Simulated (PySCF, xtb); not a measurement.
H₉NSi₃, SMILES [SiH3]N([SiH3])[SiH3].

GFN2-xTB (xtb) at its own geometry gives an orbital gap of 4.52 eV and a dipole moment of 0.44 D.

Coordinates come from a B3LYP-D3(BJ)/def2-SVP optimisation. The geometry has at least one imaginary mode, so it is a saddle point at that level.

### Question
What does CAM-B3LYP/def2-TZVP in PySCF give? (An estimate is asked for; the answer gives what the named calculation found.)

### Answer
gap 9.63 eV (levels -9.01 and 0.62 eV), dipole 0.09 D.
